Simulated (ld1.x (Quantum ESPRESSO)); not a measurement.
Which setting gave this result? (dysprosium (Dy), TM semilocal)

Base potential:

ld1.x (Quantum ESPRESSO) 7.5 input, shortened:

```
&input
   title='Dy', zed=66., rel=1, dft='PBESOL', iswitch=3,
   config='[Xe] 4f10 5d0 6s1 6p0'
 /
 &inputp
   pseudotype=1, tm=.true., lloc=0,
   nlcc=.false.
 /
4
5P  2  1   6.00   0.00  2.20  2.20  0.0
5D  3  2   0.00   0.00  3.55  3.55  0.0
4F  4  3  10.00   0.00  1.30  1.30  0.0
5S  1  0   2.00   0.00  1.80  1.80  0.0
 &test
   configts(1)='4f10 5s2 5p6 5d0 6s1 6p0'
 /
```

Occupied shells without a wave of their own: 6s. They enter only through the test configuration that unscreens the potential.

Cutoffs, loose and tight: the cutoffs (Ry, on a coarse ladder) from which the occupation-weighted sum of valence levels, in a spherical-Bessel basis at the reference potential, stays within 10 and 1 mRy of its value at 400 Ry. They do not see the model core or the augmentation charge, which bear on the density cutoff. Test errors are all-electron minus pseudo excitation energies from the reference, over the configurations 4f10 5s2 5p6 5d0 6s2 6p0; 4f10 5s2 5p6 5d0 6s0 6p0; 4f9 5s2 5p6 5d0 6s0 6p0; 4f8 5s2 5p6 5d0 6s0 6p0; 4f10 5s2 5p6 5d0 6s1.5 6p0; 4f10 5s2 5p6 5d0 6s1 6p1; 4f9 5s2 5p6 5d1 6s2 6p0; variants that change the core or the reference have their own tests. The largest error is taken over the tests solved by every variant that gives reliable tests at all, those not shown here included: 4f10 5s2 5p6 5d0 6s0 6p0; 4f10 5s2 5p6 5d0 6s1.5 6p0; 4f10 5s2 5p6 5d0 6s2 6p0; 4f8 5s2 5p6 5d0 6s0 6p0; 4f9 5s2 5p6 5d0 6s0 6p0; 4f9 5s2 5p6 5d1 6s2 6p0.

Only the scale of all radii (base = 1) is moved (1 further runs of the sweep failed or gave no value and are left out):

| scale of all radii (base = 1) | cutoff, loose | cutoff, tight | bound ghosts | largest test error (meV) |
| --- | --- | --- | --- | --- |
| 0.88 | 300 Ry | over 300 Ry | none | -478 |
| 1.01 | 230 Ry | over 300 Ry | none | -1209 over the solved tests; 1 of 7 tests not solved or not reliable |
| 1.23 | 180 Ry | 260 Ry | none | -3740 |
| 1.39 | 140 Ry | 230 Ry | none | -6109 |

Problem. One more run gave cutoff, loose: 200 Ry; cutoff, tight: 300 Ry; bound ghosts: none; largest test error (meV): -2399. Which value of the scale of all radii (base = 1) was used?

Solution. 1.14. The loose cutoff moves one way along this sweep, from 300 Ry at 0.88 to 140 Ry at 1.39, which places the run between 1.01 and 1.23.
